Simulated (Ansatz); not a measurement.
Cost against result

The pair of Li⁺ (SMILES [Li+], atom 1) and AlCl3 (SMILES Cl[Al](Cl)Cl, atoms 2–5), both closed shells, in one local arrangement (a lower one may exist), relaxed at PBE0-D4/def2-TZVP:

Li1  (-0.232, 0.473, -2.219)
Cl2  (0.279, -0.568, 2.662)
Al3  (0.072, -0.148, 0.693)
Cl4  (-1.370, 1.094, -0.223)
Cl5  (1.250, -0.852, -0.913)
(Å)

Interaction energies are counterpoise-corrected; the time is that of the whole pair.

Program: Ansatz 0.2.0. Basis: as named in each row. Cores are frozen in the correlated methods. The outer core shell of Li, Na, Mg and K is correlated. B3LYP uses VWN-RPA correlation. Extrapolation: Hartree–Fock as exp(−7.88 √X), correlation as X^−2.97.

Times are rough, for one single point on 4 threads of a shared host (Arm Neoverse V2).

The estimate by CCSD(T) at an estimated basis limit (MP2 extrapolated from triple and quadruple zeta, plus CCSD(T) − MP2 in triple zeta) is -120.0 kJ/mol.

```json
{"method": "HF", "basis": "STO-3G", "time (s)": "under 1", "interaction energy (kJ/mol)": "-158.4", "method less estimate": "-38.4"}
{"method": "PBE-D4", "basis": "STO-3G", "time (s)": "under 1", "interaction energy (kJ/mol)": "-184.4", "method less estimate": "-64.4"}
{"method": "SPW92", "basis": "def2-SVP", "time (s)": "under 1", "interaction energy (kJ/mol)": "-129.4", "method less estimate": "-9.4"}
{"method": "PBE-D4", "basis": "def2-SVP", "time (s)": "under 1", "interaction energy (kJ/mol)": "-124.0", "method less estimate": "-4.0"}
{"method": "B3LYP-D4", "basis": "6-31G", "time (s)": "under 1", "interaction energy (kJ/mol)": "-76.6", "method less estimate": "43.4"}
{"method": "PBE0-D4", "basis": "def2-SVP", "time (s)": "under 1", "interaction energy (kJ/mol)": "-119.9", "method less estimate": "0.1"}
{"method": "CCSD(T)", "basis": "def2-SVP", "time (s)": "under 1", "interaction energy (kJ/mol)": "-108.4", "method less estimate": "11.6"}
{"method": "PBE-D4", "basis": "def2-TZVPPD", "time (s)": "2", "interaction energy (kJ/mol)": "-126.0", "method less estimate": "-6.0"}
{"method": "revPBE-D4", "basis": "def2-TZVPPD", "time (s)": "2", "interaction energy (kJ/mol)": "-123.0", "method less estimate": "-3.0"}
{"method": "BLYP-D4", "basis": "def2-TZVPPD", "time (s)": "2", "interaction energy (kJ/mol)": "-125.4", "method less estimate": "-5.4"}
{"method": "HSE06-D4", "basis": "def2-TZVPPD", "time (s)": "3", "interaction energy (kJ/mol)": "-124.9", "method less estimate": "-4.9"}
{"method": "PBE0-D4", "basis": "def2-TZVPPD", "time (s)": "3", "interaction energy (kJ/mol)": "-124.9", "method less estimate": "-4.9"}
{"method": "B3LYP-D4", "basis": "def2-TZVPPD", "time (s)": "3", "interaction energy (kJ/mol)": "-125.6", "method less estimate": "-5.6"}
{"method": "wB97M-V", "basis": "def2-SVP", "time (s)": "4", "interaction energy (kJ/mol)": "-120.9", "method less estimate": "-0.9"}
{"method": "r2SCAN-D4", "basis": "def2-TZVPPD", "time (s)": "4", "interaction energy (kJ/mol)": "-115.7", "method less estimate": "4.3"}
{"method": "B2PLYP", "basis": "def2-TZVPPD", "time (s)": "5", "interaction energy (kJ/mol)": "-120.4", "method less estimate": "-0.4"}
{"method": "wB97X-V", "basis": "def2-TZVPPD", "time (s)": "7", "interaction energy (kJ/mol)": "-120.5", "method less estimate": "-0.5"}
{"method": "B97M-V", "basis": "def2-TZVPPD", "time (s)": "8", "interaction energy (kJ/mol)": "-117.2", "method less estimate": "2.8"}
{"method": "wB97M-V", "basis": "def2-TZVPPD", "time (s)": "8", "interaction energy (kJ/mol)": "-121.7", "method less estimate": "-1.7"}
{"method": "MP2", "basis": "def2-QZVPPD", "time (s)": "9", "interaction energy (kJ/mol)": "-117.9", "method less estimate": "2.1"}
{"method": "CCSD(T)", "basis": "def2-TZVPPD", "time (s)": "51", "interaction energy (kJ/mol)": "-112.5", "method less estimate": "7.5"}
```

No T1 diagnostic of these runs exceeds 0.010.
